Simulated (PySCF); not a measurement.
These are B3LYP-D3(BJ)/def2-TZVP // BP86-D3(BJ)/def2-SVP (PySCF 2.14.0) values and carry that method's errors. All species are isolated molecules in the gas phase. One relaxed conformer stands for a flexible species; it need not be the lowest. B3LYP has the VWN-RPA correlation part, as in Gaussian. 

Reference species: [Ti(Cl)4] (neutral, multiplicity 1).

```json
{
  "HOMO–LUMO gap": "5.31 eV",
  "charge on the central atom (Mulliken)": "1.08 e",
  "coordination_number": "4"
}
```

Changed species: [Ti(Cl)2(OH)2] (2 of 4 Cl replaced by OH; the reference has 0 of 4 Cl replaced by OH).

**Question.** Predict the effect on the HOMO–LUMO gap, charge on the central atom (Mulliken) and coordination number.

**Answer.** the HOMO–LUMO gap rises by 0.44 eV, to 5.75 eV; the charge on the central atom (Mulliken) goes up by 0.29 e, to 1.37 e; the coordination number stays essentially unchanged.
